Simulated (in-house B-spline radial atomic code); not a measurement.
The numbers below are computed, except where a source is named.
## Rh in electron gases of falling density

A nucleus sits in a uniform electron gas with a rigid positive background. The Kohn-Sham equations are solved self-consistently in the spin-unpolarised LDA (PW92), non-relativistic, on B-splines with outgoing waves at the boundary and partial waves to l = 8. The model has no lattice, no bands and no magnetic solution. Atomic units; δ_l are the phase shifts at the Fermi level, counted so that each bound state adds π, and good to about 0.0005. A narrow, partly filled d or f resonance in a thin gas would split by spin, so such rows rest on a solution that is probably unstable.

| r_s (bohr) | k_F | δ0/π | δ1/π | δ2/π | shallowest bound level (hartree) | σ_tr (bohr²) | Q (a.u.) |
| --- | --- | --- | --- | --- | --- | --- | --- |
| 1.5 | 1.2794 | 3.702 | 2.929 | 1.845 | p -1.21 | 16.07 | 1.454 |
| 1.65 | 1.1631 | 3.754 | 2.963 | 1.860 | p -1.24 | 15.67 | 0.968 |
| 1.8 | 1.0662 | 3.796 | 2.988 | 1.870 | p -1.27 | 15.69 | 0.685 |
| 2 | 0.9596 | 3.842 | 3.009 | 1.879 | p -1.3 | 16.11 | 0.461 |
| 2.07 | 0.9271 | 3.856 | 3.014 | 1.881 | p -1.31 | 16.30 | 0.407 |
| 2.2 | 0.8723 | 3.879 | 3.021 | 1.885 | p -1.33 | 16.62 | 0.325 |
| 2.4 | 0.7996 | 3.911 | 3.025 | 1.889 | p -1.35 | 16.93 | 0.234 |
| 2.67 | 0.7188 | 3.948 | 3.022 | 1.894 | p -1.38 | 16.87 | 0.152 |
| 3 | 0.6397 | 3.986 | 3.012 | 1.899 | p -1.4 | 16.36 | 0.093 |
| 3.3 | 0.5816 | 4.016 | 3.000 | 1.902 | p -1.42 | 16.19 | 0.063 |
| 3.6 | 0.5331 | 4.043 | 2.986 | 1.906 | p -1.43 | 17.17 | 0.047 |
| 4 | 0.4798 | 4.075 | 2.968 | 1.909 | p -1.45 | 21.40 | 0.038 |

Q = n k_F σ_tr, with n = 3/(4π r_s³).

Q: How does the screening charge move between partial waves as the gas thins?

A: By (2/π)(2l + 1) δ_l, at r_s = 1.5 it is s 7.40, p 17.57, d 18.45, f and beyond 1.57, and at r_s = 4 s 8.15, p 17.81, d 19.09, f and beyond -0.06. The free atom is [Kr] 4d8 5s1.

Q: What end-to-end powers of r_s do the first and last rows give for σ_tr and Q?

A: σ_tr goes as r_s^+0.29 and Q as r_s^-3.71. Since n k_F/k_F² goes as r_s⁻², Q = 4π n Σ/k_F would fall as r_s⁻² at fixed phase shifts; the sum Σ (l + 1) sin²(δ_l − δ_(l+1)) is 2.093 in the first row and 0.392 in the last, and ranges from 0.39 to 2.09 between them, so these powers are no law.
